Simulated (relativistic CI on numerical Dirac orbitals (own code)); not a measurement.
# Slater and spin-orbit integrals, Ho¹⁶⁺

These numbers are calculated, not measured: Dirac-Coulomb-Breit CI, separate exchange-only KLI orbitals for each configuration, QED by a radiative potential, unscaled Slater integrals (own radial code, finite nucleus).

Slater integrals F^k, G^k are unscaled and averaged over j, outside the closed core [Ar] 3d10 4p6 4d10; ζ comes from projecting the Hamiltonian with its Breit term on Σ l·s of the shell.

- 4s²4f⁵: F^2(4f,4f) = 170120, F^4(4f,4f) = 109370, F^6(4f,4f) = 79486, ζ(4f) = 3034.8 cm⁻¹; <r>(4f) = 0.5964, <r^2>(4f) = 0.4166 (bohr units).
- 4s²4f⁴5s: F^2(4f,4f) = 172830, F^4(4f,4f) = 111210, F^6(4f,4f) = 80860, ζ(4f) = 3160.4, G^3(4f,5s) = 31239 cm⁻¹; <r>(4f) = 0.5885, <r^2>(4f) = 0.4055, <r>(5s) = 1.018, <r^2>(5s) = 1.154 (bohr units).
- 4s²4f³5s²: F^2(4f,4f) = 175910, F^4(4f,4f) = 113320, F^6(4f,4f) = 82436, ζ(4f) = 3288.3 cm⁻¹; <r>(4f) = 0.5799, <r^2>(4f) = 0.393 (bohr units).

Averages of the first 8 configurations, taken without configuration mixing, which lowers the lowest level and can move excited configurations by several eV; other configurations of the list can lie among them:

```json
{"Configuration": "4s²4f⁵", "Parity": "odd", "States": "2002", "Average energy above the lowest level (eV)": "12.0"}
{"Configuration": "4s²4f⁴5s", "Parity": "even", "States": "2002", "Average energy above the lowest level (eV)": "22.5"}
{"Configuration": "4s²4f³5s²", "Parity": "odd", "States": "364", "Average energy above the lowest level (eV)": "39.6"}
{"Configuration": "4s²4f³5s5p", "Parity": "even", "States": "4368", "Average energy above the lowest level (eV)": "75.1"}
{"Configuration": "4s²4f⁴5p", "Parity": "odd", "States": "6006", "Average energy above the lowest level (eV)": "60.2"}
{"Configuration": "4s²4f³5p²", "Parity": "odd", "States": "5460", "Average energy above the lowest level (eV)": "115.0"}
{"Configuration": "4s²4f⁴6s", "Parity": "even", "States": "2002", "Average energy above the lowest level (eV)": "166.7"}
{"Configuration": "4s4f⁶", "Parity": "even", "States": "6006", "Average energy above the lowest level (eV)": "457.5"}
```
